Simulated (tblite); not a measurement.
Calculated harmonic vibrations of the isolated species, GFN2-xTB (tblite), most abundant isotopes, no scaling. Errors from tens to a few hundred cm⁻¹ against measured bands are possible. Modes of hydrogen on phosphorus and silicon can be 10 to 20 % off. One conformer each. Thermal functions are those of the rigid rotor and harmonic oscillator, without mixing of conformers.

Task: Order these by their ideal-gas entropy at 298.15 K and 1 bar, highest first (J/(mol K)).
A. `O=C(F)c1ccsc1`
B. `CP(C)P(C)C`
C. `C=C[Si@@H]1O[SiH2][SiH2][SiH2]1`
D. `[n-]1c2c(c(ccc2)C#N)nn1`
E. `C[Si@H]1CN[SiH2]C1`
F. `CC1=CC[SiH2]1`
G. `P(C(C)C)CP`

Result: C (452.9), B (410.9), G (405.0), E (389.4), D (368.5), A (352.7), F (326.5).

| SMILES | atoms | mass (u) | symmetry number | modes under 300 cm⁻¹ | ZPE (kJ/mol) | S translation (J/(mol K)) | S rotation | S vibration | S | Cp |
| --- | --- | --- | --- | --- | --- | --- | --- | --- | --- | --- |
| C=C[Si@@H]1O[SiH2][SiH2][SiH2]1 | 17 | 161.98 | 1 | 7 | 270.9 | 172.3 | 125.4 | 155.2 | 452.9 | 197.4 |
| CP(C)P(C)C | 18 | 122.04 | 2 | 10 | 390.7 | 168.8 | 112.2 | 130.0 | 410.9 | 160.2 |
| CC(C)PCP | 18 | 122.04 | 1 | 8 | 383.5 | 168.8 | 119.9 | 116.3 | 405.0 | 149.1 |
| C[Si@H]1CN[SiH2]C1 | 17 | 117.04 | 1 | 5 | 345.3 | 168.3 | 117.1 | 104.0 | 389.4 | 151.1 |
| N#Cc1cccc2[n-]nnc12 | 14 | 143.04 | 1 | 4 | 232.9 | 170.8 | 124.1 | 73.6 | 368.5 | 132.8 |
| O=C(F)c1ccsc1 | 11 | 129.99 | 1 | 3 | 174.5 | 169.6 | 119.7 | 63.5 | 352.7 | 113.1 |
| CC1=CC[SiH2]1 | 13 | 84.04 | 1 | 4 | 265.7 | 164.1 | 109.4 | 52.9 | 326.5 | 109.2 |

Entropies and Cp are for 298.15 K and 1 bar.
